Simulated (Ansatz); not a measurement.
Basis-set extrapolation for `C[SiH](O)O` (PBE0-D4/def2-TZVP geometry, frozen core, the Gaussian-basis code of Ansatz). Multiplicity 1, RHF reference.

```csv
,def2-TZVPP,def2-QZVPP
HF,-480.239648,-480.258631
MP2 correlation,-0.785306,-0.846296
CCSD(T) correlation,-0.842805,not run
```

Energies in hartree. Use E(X) = E(∞) + A·exp(−7.88·√X) for Hartree–Fock and E(X) = E(∞) + B·X^(−2.97) for correlation, with X = 3 and 4, and add CCSD(T) minus MP2 of the smaller set to the MP2 limit.

Q: What is the CCSD(T) energy at the basis-set limit?

A: HF limit: -480.258631 + (-0.018983) × 0.13774 = -480.26125. MP2 limit: -0.846296 + (-0.060990) × 0.74074 = -0.89147. Higher-order term: -0.842805 − (-0.785306) = -0.05750. Total: -481.21022 hartree, 335.5 kJ/mol below CCSD(T)/def2-TZVPP.
